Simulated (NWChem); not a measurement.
System: C2H5FSi; SMILES C=C(F)[SiH3]

Parts of the log:

```
             Northwest Computational Chemistry Package (NWChem) 7.3.0
             --------------------------------------------------------

 CS  symmetry detected

                             Geometry "geometry" -> ""
                             -------------------------

 Output coordinates in angstroms (scale by  1.889725989 to convert to a.u.)

  No.       Tag          Charge          X              Y              Z
 ---- ---------------- ---------- -------------- -------------- --------------
    1 C                    6.0000    -1.16134925    -1.30018052     0.00000000
    2 C                    6.0000    -0.08640079    -0.53050867     0.00000000
    3 F                    9.0000     1.13205652    -1.13960918     0.00000000
    4 Si                  14.0000     0.02668005     1.36181190     0.00000000
    5 H                    1.0000    -2.13937433    -0.85734348     0.00000000
    6 H                    1.0000    -1.10013522    -2.37629067     0.00000000
    7 H                    1.0000    -1.34387542     1.86938462     0.00000000
    8 H                    1.0000     0.75392790     1.76975035    -1.20164611
    9 H                    1.0000     0.75392790     1.76975035     1.20164611

 Effective nuclear repulsion energy (a.u.)     154.7668865063

      Symmetry information
      --------------------

 Group name             Cs
 Group number              2
 Group order               2
 No. of unique centers     8

                                Z-matrix (autoz)
                                --------

 Units are Angstrom for bonds and degrees for angles

      Type          Name      I     J     K     L     M      Value
      ----------- --------  ----- ----- ----- ----- ----- ----------
    1 Stretch                  1     2                       1.32209
    2 Stretch                  1     5                       1.07361
    3 Stretch                  1     6                       1.07785
    4 Stretch                  2     3                       1.36222
    5 Stretch                  2     4                       1.89570
    6 Stretch                  4     7                       1.46152
    7 Stretch                  4     8                       1.46262
    8 Stretch                  4     9                       1.46262
    9 Bend                     1     2     3               117.83680
   10 Bend                     1     2     4               129.02277
   11 Bend                     2     1     5               120.03663
   12 Bend                     2     1     6               122.34724
   13 Bend                     2     4     7               106.90185
   14 Bend                     2     4     8               107.94313
   15 Bend                     2     4     9               107.94313
   16 Bend                     3     2     4               113.14043
   17 Bend                     5     1     6               117.61614
   18 Bend                     7     4     8               111.67936
   19 Bend                     7     4     9               111.67936
   20 Bend                     8     4     9               110.48475
   21 Torsion                  1     2     4     7           0.00000
   22 Torsion                  1     2     4     8        -120.27986
   23 Torsion                  1     2     4     9         120.27986
   24 Torsion                  3     2     1     5         180.00000
   25 Torsion                  3     2     1     6           0.00000
   26 Torsion                  3     2     4     7         180.00000
   27 Torsion                  3     2     4     8          59.72014
   28 Torsion                  3     2     4     9         -59.72014
   29 Torsion                  4     2     1     5           0.00000
   30 Torsion                  4     2     1     6         180.00000

  pbe96 is a nonlocal functional; adding pw91lda local functional.

                           NWChem Geometry Optimization
                           ----------------------------

 maximum gradient threshold         (gmax) =   0.000450
 rms gradient threshold             (grms) =   0.000300
 maximum cartesian step threshold   (xmax) =   0.001800
 rms cartesian step threshold       (xrms) =   0.001200
 fixed trust radius                (trust) =   0.300000
 source of zmatrix                         =   autoz

          -------------------
          Energy Minimization
          -------------------

 Using diagonal initial Hessian
 Scaling for Hessian diagonals: bonds = 1.00  angles = 0.25  torsions = 0.10

          --------
          Step   0

                                 NWChem DFT Module
                                 -----------------

 Summary of "ao basis" -> "ao basis" (spherical)
 ------------------------------------------------------------------------------
       Tag                 Description            Shells   Functions and Types
 ---------------- ------------------------------  ------  ---------------------
 C                          def2-svp                 6       14   3s2p1d
 F                          def2-svp                 6       14   3s2p1d
 Si                         def2-svp                 8       18   4s3p1d
 H                          def2-svp                 3        5   2s1p

      Symmetry analysis of basis
      --------------------------

        a'         60
        a"         25

            General Information
            -------------------
          SCF calculation type: DFT
          Wavefunction type:  closed shell.
          No. of atoms     :     9
          No. of electrons :    40
           Alpha electrons :    20
            Beta electrons :    20
          Charge           :     0
          Spin multiplicity:     1
          Use of symmetry is: on ; symmetry adaption is: on
          Maximum number of iterations: 150
          AO basis - number of functions:    85
                     number of shells:    41
          Convergence on energy requested:  1.00D-06
          Convergence on density requested:  1.00D-05
          Convergence on gradient requested:  5.00D-04

[...]

      ----------------------
      Optimization converged
      ----------------------

  Step       Energy      Delta E   Gmax     Grms     Xrms     Xmax
  ---- ---------------- -------- -------- -------- -------- --------
@    6    -467.93708795 -1.0D-07  0.00006  0.00002  0.00050  0.00153
                                     ok       ok       ok       ok

                                Z-matrix (autoz)
                                --------

 Units are Angstrom for bonds and degrees for angles

[...]

 Rotational Constants
 --------------------
 A=   0.312687 cm-1  (  0.449877 K)
 B=   0.141557 cm-1  (  0.203665 K)
 C=   0.100946 cm-1  (  0.145235 K)

 Temperature                      =   298.15K
 frequency scaling parameter      =   1.0000

 Zero-Point correction to Energy  =   35.956 kcal/mol  (  0.057299 au)
 Thermal correction to Energy     =   39.456 kcal/mol  (  0.062877 au)
 Thermal correction to Enthalpy   =   40.048 kcal/mol  (  0.063821 au)

 Total Entropy                    =   73.658 cal/mol-K
   - Translational                =   38.883 cal/mol-K (mol. weight =  76.0145)
   - Rotational                   =   25.382 cal/mol-K (symmetry #  =        1)
   - Vibrational                  =    9.393 cal/mol-K

 Cv (constant volume heat capacity) =   19.406 cal/mol-K
   - Translational                  =    2.979 cal/mol-K
   - Rotational                     =    2.979 cal/mol-K
   - Vibrational                    =   13.447 cal/mol-K

[normal modes left out]

 ----------------------------------------------------------------------------
 Normal Eigenvalue ||           Projected Infra Red Intensities
  Mode   [cm**-1]  || [atomic units] [(debye/angs)**2] [(KM/mol)] [arbitrary]
 ------ ---------- || -------------- ----------------- ---------- -----------
    1       -0.000 ||    0.000159           0.004         0.155       0.052
    2       -0.000 ||    0.000007           0.000         0.007       0.002
    3       -0.000 ||    0.000273           0.006         0.266       0.090
    4        0.000 ||    0.000590           0.014         0.576       0.195
    5        0.000 ||    0.000151           0.003         0.147       0.050
    6        0.000 ||    0.000066           0.002         0.064       0.022
    7      133.567 ||    0.000219           0.005         0.214       0.072
    8      218.022 ||    0.000381           0.009         0.371       0.126
    9      332.204 ||    0.000071           0.002         0.069       0.023
   10      378.985 ||    0.010682           0.246        10.413       3.529
   11      606.974 ||    0.019891           0.459        19.390       6.572
   12      646.788 ||    0.016798           0.388        16.375       5.550
   13      665.595 ||    0.045581           1.052        44.434      15.059
   14      734.086 ||    0.001156           0.027         1.127       0.382
   15      845.164 ||    0.044391           1.024        43.274      14.666
   16      881.221 ||    0.207523           4.788       202.304      68.563
   17      898.651 ||    0.040963           0.945        39.933      13.534
   18      911.246 ||    0.003787           0.087         3.691       1.251
   19      919.036 ||    0.068328           1.576        66.610      22.575
   20     1187.741 ||    0.078425           1.809        76.452      25.910
   21     1323.353 ||    0.003626           0.084         3.535       1.198
   22     1644.620 ||    0.035404           0.817        34.514      11.697
   23     2173.278 ||    0.053392           1.232        52.049      17.640
   24     2180.955 ||    0.092492           2.134        90.166      30.558
   25     2190.044 ||    0.092122           2.125        89.805      30.436
   26     3090.857 ||    0.000499           0.012         0.487       0.165
   27     3201.088 ||    0.000253           0.006         0.246       0.083
 ----------------------------------------------------------------------------
```

Level: PBE-D3(BJ)/def2-SVP. 

Reconstruct the input file.

One answer among several that fit: the input that was run:
```
start job
memory heap 200 mb stack 900 mb global 1100 mb
geometry units angstroms
  C     -1.423664    -0.291503    -0.974750
  C     -0.496349    -0.097054    -0.052695
  F     -0.877676    -0.149825     1.253998
  Si     1.352507     0.257584    -0.275468
  H     -1.162174    -0.257406    -2.015470
  H     -2.453713    -0.486829    -0.724536
  H      1.609742     0.284276    -1.713929
  H      2.099332    -0.811256     0.387202
  H      1.642347     1.547884     0.349299
end
basis spherical
  * library def2-svp
end
dft
  xc xpbe96 cpbe96
  disp vdw 4
  iterations 150
end
driver
  maxiter 120
end
task dft optimize
task dft freq
```
